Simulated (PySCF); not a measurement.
Bi³⁺ (bismuth, charge +3) across methods

[Xe] 4f14 5d10 6s2, closed-shell 1S. All numbers are calculated (PySCF 2.14, the spin-free X2C one-electron Hamiltonian (Gaussian nucleus), in aug-cc-pwCVTZ-DK3 (11s10p8d5f1g, 125 functions)).

| method | E (hartree) | mean ε 5p (eV) | mean ε 5d (eV) | mean ε 6s (eV) | Σ⟨r²⟩ (bohr²) | ⟨S²⟩ |
| --- | --- | --- | --- | --- | --- | --- |
| UHF | -21525.40924 | -143.54 | -63.633 | -42.893 | 41.30 | 0.000 |
| PBE | -21531.70 | -124.30 | -54.751 | -39.914 | 41.14 | 0.000 |
| r2SCAN | -21531.58 | -126.69 | -55.524 | -40.094 | 41.05 | 0.000 |
| PBE0 | -21531.37 | -129.47 | -57.300 | -40.926 | 41.11 | 0.000 |

Question: Estimate the same row for LDA.

Answer: E (hartree) = -21518.64; mean ε 5p (eV) = -124.56; mean ε 5d (eV) = -54.983; mean ε 6s (eV) = -40.390; Σ⟨r²⟩ (bohr²) = 41.13; ⟨S²⟩ = 0.000.

Spin-orbit coupling, which splits the p, d and f shells strongly at this Z, is absent.
